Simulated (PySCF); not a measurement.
A GIAO shielding run with PySCF 2.14.0 with density-fitted response routines (density fitting, non-relativistic, gas phase) on `C[O+](CC(F)F)CC(F)(F)F`, [C5H8F5O]+:

```
{"job": {"kind": "nmr", "xc": "PBE0", "basis": "pcSseg-1"}, "charge": 1, "multiplicity": 1}
C     -0.052230    -1.210198    -1.093473
O      0.184788    -0.439781     0.120748
C      0.857097     0.837351    -0.136328
C      2.374370     0.596567    -0.019358
F      2.785360    -0.241172    -0.987606
F      2.621102    -0.001437     1.158172
C     -0.935003    -0.387556     1.024083
C     -2.184713     0.355046     0.491314
F     -1.848962     1.554614     0.000263
F     -3.050440     0.523011     1.471645
F     -2.771001    -0.321213    -0.494045
H     -0.724077    -0.697009    -1.782814
H      0.913390    -1.382445    -1.569883
H     -0.475482    -2.172831    -0.808641
H      0.604540     1.222705    -1.128711
H      0.567823     1.564237     0.625193
H      2.952447     1.531004    -0.086340
H     -1.223479    -1.419505     1.258100
H     -0.605332     0.097862     1.950221
```

Hardware: 1 thread of an Arm Neoverse V1, shared host. The job also computes population analyses, field gradients.

**Question.** How large is the calculation?

**Answer.** 90 electrons, 227 basis functions and 1177 auxiliary functions.

**Question.** How long does it take?

**Answer.** 48 s of wall time, with 14 SCF cycles and 4 response iterations. Times on a shared host scatter by some tens of per cent.
